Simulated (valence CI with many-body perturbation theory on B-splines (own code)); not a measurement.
Values are calculated unless marked as measured or tabulated.
Hyperfine factors and g values of Cd⁴²⁺

Method: configuration interaction combined with many-body perturbation theory (CI+MBPT): four valence electrons over a frozen Dirac-Fock core [He], radial functions for each j: 11 s, 11 p, 9 d, 7 f, 5 g, 2 h, 1 i, with the one-electron correlation potential Σ1 (screened to all orders), the two-electron term Σ2, the three-electron term Σ3, Breit, model QED; selected single and double excitations, second order for the rest (own B-spline code, finite nucleus).

No measured spectrum was set against this ion. As an estimate, large intervals hold to a few tenths of a per cent, small ones and those within an open d or f shell to about a per cent. Among the levels kept, up to 260 cm⁻¹ of a level comes from second order outside the variational space, and about a tenth of that is noise between levels of different J, which matters for small intervals.

A/g_I is the dipole constant over the nuclear g factor μ/I (μ in nuclear magnetons, uniformly magnetised nucleus), B/Q the quadrupole constant per barn. Both hold the static response of the core; the bare values leave it out. Large factors of s and p1/2 electrons are usually good to 5 to 10 %; those of open d and f shells near neutrality can be off by tens of per cent, and small factors of p3/2, d and f electrons come from cancelling terms and can be off by a factor of two or in sign, in half-filled shells by more. B is blank for J = 1/2, where it vanishes, and for nearly pure S terms. Energies count from the lowest level. Levels with J = 0 are left out.

Levels are named by their leading jj configuration (3d3/2^4 stands for four electrons in 3d with j = 3/2), which in mixed levels can hold well under half, so a name can repeat and another be missing. Letters in brackets count levels of one name in rising energy.

```csv
Level,E (eV),g,A/g_I (MHz),A/g_I bare,B/Q (MHz/b),B/Q bare
(2s^2 2p1/2 2p3/2) J=1,193.4,1.488,-63800,-53700,197000,197000
(2s^2 2p1/2 2p3/2) J=2,207.5,1.180,474000,477000,318000,319000
(2s 2p1/2^2 2p3/2) J=2,349.1,1.624,1120000,1120000,309000,310000
(2s 2p1/2^2 2p3/2) J=1,403.2,1.049,-699000,-676000,279000,280000
(2s^2 2p3/2^2) J=2,411.3,1.290,215000,221000,74100,74300
(2s 2p1/2 2p3/2^2) J=2 [a],532.5,1.518,850000,846000,207000,207000
(2s 2p1/2 2p3/2^2) J=3,562.7,1.318,1030000,1020000,-992,-1010
(2s 2p1/2 2p3/2^2) J=1 [a],606.1,1.283,-215000,-199000,-271000,-272000
(2s 2p1/2 2p3/2^2) J=2 [b],616.2,1.089,3910,16200,-141000,-141000
(2s 2p1/2 2p3/2^2) J=1 [b],620.6,1.391,1760000,1750000,112000,112000
(2p1/2^2 2p3/2^2) J=2,787.2,1.345,190000,202000,64400,64500
(2s 2p3/2^3) J=2,790.2,1.378,1170000,1160000,-379000,-380000
(2s 2p3/2^3) J=1,839.3,1.220,-730000,-703000,-118000,-119000
(2p1/2 2p3/2^3) J=1,988.5,1.488,-81100,-63100,-194000,-195000
(2p1/2 2p3/2^3) J=2,1003.7,1.126,477000,481000,-455000,-456000
(2s^2 2p1/2 3s) J=1,3863.6,1.329,1230000,1220000,-11200,-11200
(2s^2 2p1/2 3p1/2) J=1,3909.5,0.658,845000,839000,-2570,-2570
(2s^2 2p1/2 3p3/2) J=1,3974.7,1.561,192000,191000,54800,54900
(2s^2 2p1/2 3p3/2) J=2,3980.7,1.163,372000,371000,102000,102000
(2s 2p1/2^2 3s) J=1,4006.7,2.067,2050000,2030000,-2520,-2530
(2s^2 2p1/2 3d3/2) J=2,4021.4,0.756,355000,353000,27300,27500
(2s^2 2p1/2 3d3/2) J=1,4036.4,0.883,7440,5850,8060,8170
(2s^2 2p1/2 3d5/2) J=2,4046.9,1.284,-176000,-175000,27200,27500
(2s^2 2p1/2 3d5/2) J=3,4049.7,1.108,229000,227000,10100,10400
(2s 2p1/2^2 3p1/2) J=1,4055.8,1.415,1790000,1770000,-5260,-5260
(2s^2 2p3/2 3s) J=2,4074.9,1.482,436000,437000,388000,389000
(2s^2 2p3/2 3s) J=1,4079.7,1.146,-7540,3300,208000,209000
(2s 2p1/2^2 3p3/2) J=2,4120.8,1.562,987000,976000,102000,102000
(2s 2p1/2^2 3p3/2) J=1,4125.2,1.078,-862000,-847000,53700,53800
(2s^2 2p3/2 3p1/2) J=1,4131.7,1.443,183000,191000,196000,196000
(2s^2 2p3/2 3p1/2) J=2,4134.4,1.185,262000,266000,372000,373000
```

**Question.** Take the isotope of mass number 113, with I = 1/2, μ = -0.6213 μN. What is the hyperfine structure of (2s 2p1/2^2 2p3/2) J=2?

**Answer.** From the table A = -1400000 MHz. Shifts from the centre of gravity in MHz: F = 3/2: 2100000, F = 5/2: -1400000.
